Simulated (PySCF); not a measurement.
A GIAO shielding run with PySCF 2.14 (density fitting, non-relativistic, gas phase) on `InChI=1S/C3H11NOSi2/c1-3(2)6-4-7-5/h4-5H,1,6-7H2,2H3`:

```
$ OMP_NUM_THREADS=1 python probes_run.py task.json out

{"job": {"kind": "nmr", "xc": "PBE0", "basis": "pcSseg-1"}, "charge": 0, "multiplicity": 1}
C     -1.758877    -1.163885    -0.970267
C     -1.619521    -0.227805    -0.042857
C     -2.809912     0.309103     0.689328
Si     0.025928     0.562982     0.433802
N      1.325451    -0.419655    -0.136092
Si     3.011127    -0.022974    -0.200499
O      3.353198     1.063679     0.950425
H     -0.919381    -1.559498    -1.518254
H     -2.721954    -1.580703    -1.229508
H     -2.874705     1.387595     0.553159
H     -2.706595     0.122257     1.757223
H     -3.735661    -0.146466     0.341588
H      0.092345     1.925326    -0.113209
H      0.120448     0.639482     1.904919
H      1.064297    -1.240969    -0.653333
H      3.719583    -1.289402    -0.003503
H      3.402284     0.695383    -1.406290
H      3.023187     0.951868     1.837431
```

Hardware: 1 thread of an Arm Neoverse N1, shared host. The job also computes population analyses, field gradients.

Problem. How large is the calculation?

Solution. 72 electrons, 188 basis functions and 1018 auxiliary functions.

Problem. How long does it take, and how much memory does it need?

Solution. 63 s of wall time, with 14 SCF cycles and 5 response iterations; peak memory 0.77 GiB. Times on a shared host scatter by some tens of per cent.
